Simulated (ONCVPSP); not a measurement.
**Pseudopotential generation for lanthanum (La): ONCV, PBE, scalar-relativistic.**

```json
{"Element": "La", "Generator": "ONCVPSP 4.0.1", "Type": "optimised norm-conserving Vanderbilt (ONCV)", "Functional": "PBE", "Relativity": "scalar-relativistic", "Frozen core": "[Kr] 4d10", "Valence charge": "11", "Reference configuration": "5s2 5p6 5d1 6s2", "Partial waves": "5s+6s: rc 2.50 bohr, ncon 3, nbas 7, qcut 6.3 1/bohr, 2 projectors; 5p: rc 2.45 bohr, ncon 3, nbas 6, qcut 6.2 1/bohr, 2 projectors, debl 1.2 Ha; 5d: rc 3.85 bohr, ncon 4, nbas 9, qcut 4 1/bohr, 2 projectors, debl 3.8 Ha; f scattering state at 0.07 Ha: rc 3.00 bohr, ncon 4, nbas 8, qcut 4.1 1/bohr, 1 projector", "Local potential": "polynomial inside 1.55 bohr (lpopt 5, dvloc0 6 Ha)", "Core correction": "polynomial model core, fcfact 0.6"}
```

In the f channel the program set the typed energies aside and used -0.160 Ha.

Question: Does the generator finish with these settings?

Answer: Yes, a potential is produced and its reference levels are reproduced.

Question: Estimate the cutoffs (Ha) at which the residual kinetic energy of the hardest occupied pseudo-wave falls to 1 and 0.1 mHa per electron.

Answer: 12 Ha and 14 Ha.

Question: Does the potential have ghost states?

Answer: No bound ghost flagged; GHOST(+) flagged for d at 415.4 eV.

Question: Tests: 5s2 5p6 5d1 6s1; 5s2 5p6 5d1 6s0; 5s2 5p6 5d0 6s0; 5s2 5p5 5d1 6s2. Which has the largest error in its energy relative to the reference configuration, and how large is it?

Answer: 5s2 5p5 5d1 6s2, with -88 meV (all-electron minus pseudo) on +26.97 eV.
